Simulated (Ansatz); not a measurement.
**Energy profile**

The step: GeH₄ + HCl → GeH₃Cl ([Cl][GeH3]) + H₂; bonds formed: Ge1–Cl7, H2–H6; bonds broken: Ge1–H2, H6–Cl7 (atoms numbered as in the saddle structure below).

Ge1  (-0.378, 0.464, -0.130)
H2  (0.112, -0.725, 1.174)
H3  (-1.208, -0.123, -1.264)
H4  (-1.344, 0.877, 1.014)
H5  (0.605, 1.604, -0.359)
H6  (0.678, -0.997, 0.551)
Cl7  (1.535, -1.099, -0.987)
(Å)

Electronic energies by CCSD(T) at an estimated basis limit (MP2 extrapolated from triple and quadruple zeta, plus CCSD(T) − MP2 in triple zeta), on PBE0-D4/def2-TZVP structures; GeH5Cl, closed shell; no counterpoise correction. Ansatz 0.2.0; basis: def2-TZVPP and def2-QZVPP; cores frozen in the correlated methods. Filled d shells of the heavier atoms are correlated. The def2 sets are not built for correlating such inner shells, so the correlated values are less sure here. Extrapolation: Hartree–Fock as exp(−7.88 √X), correlation as X^−2.97.

Q: Give the profile in kcal/mol, counted from the separated reactants. (To be estimated.)

A: Computed:
| point | kcal/mol |
| --- | --- |
| separated: GeH4 (Ge1, H2, H3, H4, H5; singlet) + HCl (H6, Cl7; singlet) | 0.00 |
| start structure | -1.00 |
| saddle | 42.62 |
| end structure | -12.16 |
| separated: GeH3Cl (linked as [Cl][GeH3]; Ge1, H3, H4, H5, Cl7; singlet) + H2 (H2, H6; singlet) | -11.61 |

The T1 diagnostic stays at or below 0.012.

For scale, one of the runs: CCSD(T)/def2-TZVPP, 160 basis functions, launched by `ansatz run in.yaml --threads 2 --pin off --events-out ev --progress --plain --max-ram 4352MiB`. Hardware: 2 CPU threads of an Arm Neoverse V2, shared host. Wall time 22 s; peak host memory 1.1 GiB.
